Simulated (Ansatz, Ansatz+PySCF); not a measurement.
```yaml
atoms:
  - { symbol: Ni, position_ang: [0.0000, 0.0000, 0.0000] }
  - { symbol: Cu, position_ang: [0.0000, 0.0000, 2.2300] }
```

Basis set: def2-SVP (spherical functions). Charge 0, multiplicity 2.

Computed with Ansatz (development build ahead of 0.2.0); each method stands on the lowest determinant of its kind that the runs found.

(1) Give the atomization energy at this shape (free ground-state atoms in the same class of orbitals less the molecule, no zero-point energy) of doublet CuNi by PBE0 (unrestricted), UHF, ROHF.

Answers

(1)

| method | atomization energy |
| --- | --- |
| PBE0 (unrestricted) | 39.55 kcal/mol |
| UHF | -8.94 kcal/mol |
| ROHF | -32.24 kcal/mol |

Caution: another spin multiplicity may lie lower. Caution for UHF: the unrestricted determinant is a mixture of spin states. Caution for ROHF: an unrestricted determinant lies well below; the molecule lies well above its atoms at this level.
